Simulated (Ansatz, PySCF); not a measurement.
Gas-phase reaction (SMILES): CCCCF → [CH2]CC + [CH2]F; the C-C bond at the site shown breaks (other sites are not compared here).

Geometries: B3LYP-D3(BJ)/def2-TZVP minima from Ansatz (a program for electronic structure), one conformer each, not searched for the lowest. Correlated levels leave the core frozen unless marked. Open shells are spin-unrestricted. Spin-orbit coupling is left out. Non-relativistic. CBS marks a two-point X^-3 extrapolation of the correlation energy; Hartree-Fock from the larger set. [CCSD(T)-MP2]/basis is that difference in the basis named. Thermal terms are rigid-rotor harmonic-oscillator values from B3LYP-D3(BJ) frequencies (Ansatz or PySCF) at 298.15 K and 1 atm. 1 Eh = 627.5095 kcal/mol.

```json
[
 {"species": "CCCCF", "E, RI-MP2/CBS(cc-pVTZ,cc-pVQZ)+[CCSD(T)-MP2]/cc-pVTZ (Ansatz) (Eh)": "-257.41789", "E, PBE-D3(BJ)/def2-TZVPD (Ansatz + dftd3) (Eh)": "-257.47511", "H - E (Eh)": "0.13211"},
 {"species": "[CH2]CC", "E, RI-MP2/CBS(cc-pVTZ,cc-pVQZ)+[CCSD(T)-MP2]/cc-pVTZ (Ansatz) (Eh)": "-118.30302", "E, PBE-D3(BJ)/def2-TZVPD (Ansatz + dftd3) (Eh)": "-118.33937", "H - E (Eh)": "0.09416"},
 {"species": "[CH2]F", "E, RI-MP2/CBS(cc-pVTZ,cc-pVQZ)+[CCSD(T)-MP2]/cc-pVTZ (Ansatz) (Eh)": "-138.95675", "E, PBE-D3(BJ)/def2-TZVPD (Ansatz + dftd3) (Eh)": "-138.98435", "H - E (Eh)": "0.02853"}
]
```

Q: Work out ΔE and ΔH at 298.15 K at the first level, then ΔH at the second.

A: 
1. ΔE = [(-118.30302) + (-138.95675)] - [(-257.41789)] = 0.15812 Eh = 99.2 kcal/mol at RI-MP2/CBS(cc-pVTZ,cc-pVQZ)+[CCSD(T)-MP2]/cc-pVTZ.
2. The terms H - E add up to -0.00942 Eh, so ΔH = (0.15812 + (-0.00942))×627.5095 = 93.3 kcal/mol.
3. At PBE-D3(BJ)/def2-TZVPD the same steps give ΔE = 95.0 and ΔH = 89.1 kcal/mol, a shift of -4.2 from the first level.
4. These values are not checked against measurement here, since the tables used lack a sound gas-phase enthalpy of formation for at least one species.
